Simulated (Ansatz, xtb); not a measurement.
**FGeH5SiSn: which of two structures lies lower**

Structure a is a singlet given by its coordinates and structure b is a singlet given by its coordinates. Both are isolated molecules in the gas phase, relaxed with r2SCAN-D4/def2-SVP.

a (Å):

```xyz
9

F    -1.1989    0.7787   -2.7390
Ge    0.6861   -0.0752   -2.9035
Si   -1.8975   -0.3403   -1.5437
Sn    0.3103   -1.5610   -0.6876
H    -2.9001   -1.0447   -2.4049
H    -2.6824    0.5883   -0.6717
H     0.5983    0.0180    0.0941
H     1.4480    1.2679   -3.0403
H     0.4485   -0.5249   -4.3704
```

Close contacts (Å): F1–Ge2 2.08, F1–Si3 1.78, Ge2–Si3 2.93, Ge2–Sn4 2.69, Si3–Sn4 2.66, Ge2–H8 1.55, Ge2–H9 1.55, Si3–H5 1.50, Si3–H6 1.50, Sn4–H7 1.79.

b (Å):

```xyz
9

F    -1.9086    0.8408   -2.8844
Ge    0.4595   -0.9344   -2.0379
Si   -1.7401   -0.1950   -1.5466
Sn    0.3343    0.9768   -3.9658
H    -1.9215    0.6824   -0.3549
H    -2.9025   -1.1242   -1.6538
H     1.3504   -0.7870   -0.7910
H     0.6761    2.1404   -2.6582
H     0.4308   -2.4232   -2.4332
```

Close contacts (Å): F1–Si3 1.70, F1–Sn4 2.49, Ge2–Si3 2.37, Ge2–Sn4 2.72, Ge2–H7 1.54, Ge2–H9 1.54, Si3–H5 1.49, Si3–H6 1.49, Sn4–H8 1.78.

Task: Estimate which is lower in electronic energy at CCSD(T)/def2-SVP + ΔMP2/def2-TZVPP, and by roughly how much.

Result: The CCSD(T)/def2-SVP + ΔMP2/def2-TZVPP calculation puts structure b lower, by 17.2 kcal/mol.

Level by level:

```tsv
level	geometry	E(b) − E(a) (kcal/mol)	departure from the last row (kcal/mol)	job, with rough time for the two
r2SCAN-D4/def2-SVP	r2SCAN-D4/def2-SVP	−15.9	+1.3	optimisation, 51 s
HF/def2-SVP	r2SCAN-D4/def2-SVP	−21.4	−4.3	part of the CCSD(T) run
MP2/def2-SVP	r2SCAN-D4/def2-SVP	−17.7	−0.5	part of the CCSD(T) run
CCSD(T)/def2-SVP	r2SCAN-D4/def2-SVP	−17.9	−0.8	single point
CCSD(T)/def2-SVP + ΔMP2/def2-TZVPP	r2SCAN-D4/def2-SVP	−17.2		single point, 34 s
```

None of the levels shown reverses the order. The largest departure from CCSD(T)/def2-SVP + ΔMP2/def2-TZVPP is that of HF/def2-SVP, 4.3 kcal/mol. Levels run at GFN2-xTB geometries aren't shown. The last row adds to CCSD(T) the change of the MP2 difference between the two basis sets, here +0.8 kcal/mol.

With harmonic frequencies from r2SCAN-D4/def2-SVP (ideal gas, rigid rotor, one conformer each, 298.15 K, 1 atm): on the last row, ΔE + ΔZPE = −16.9, ΔH = −16.9, ΔG = −17.0 kcal/mol.

The correlated steps freeze 19 core orbitals; the filled d shell of Ge and Sn is correlated, in a basis made for valence electrons. Atoms past krypton carry core potentials in the def2 sets and no spin–orbit term is included. Run with Ansatz 0.2.0; the last row on 2 threads of Intel(R) Xeon(R) 6975P-C (Granite Rapids) on a shared host.
